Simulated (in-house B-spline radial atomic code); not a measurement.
A run on neutral manganese that did not converge. Method: non-relativistic TPSS, spin-polarised, spherical fractional occupations, point nucleus; computed with an all-electron radial atomic-structure program (B-spline basis).

Command:
```bash
python run_scf.py task.json out
```
Settings:
```
Z                25
configuration    [Ar] 3d5 4s1.5 4f0.5
hamiltonian      nr
method           tpss,tpss
spin_polarised   True
```

First and last ten iterations of the last attempt (damped for 15 steps, keeping 80 % of the old Fock matrix, then DIIS):
```
 iter        energy (Eh)    residual
    1       -1150.924075    3.77e-02
    2       -1150.925739    1.12e-03
    3       -1150.925765    8.04e-04
    4       -1150.925772    6.01e-04
    5       -1150.925775    4.61e-04
    6       -1150.925776    3.60e-04
    7       -1150.925777    2.84e-04
    8       -1150.925777    2.26e-04
    9       -1150.925778    1.80e-04
   10       -1150.925778    1.44e-04
  111       -1150.925783    2.83e-05
  112       -1150.925783    2.90e-05
  113       -1150.925783    3.00e-05
  114       -1150.925784    4.23e-05
  115       -1150.925779    1.62e-05
  116       -1150.925779    1.63e-05
  117       -1150.925775    5.37e-05
  118       -1150.925780    1.43e-05
  119       -1150.925781    1.77e-05
  120       -1150.925783    2.70e-05
 not converged after 120 iterations
```

The smallest residual met was 9.9e-06; the threshold is about 2e-07. Over the last five steps the energy moves by less than 2e-05 hartree, but the orbitals didn't meet the threshold. Cost of the run: 4.7 s on 1 thread of Arm Neoverse V1, on a shared host.
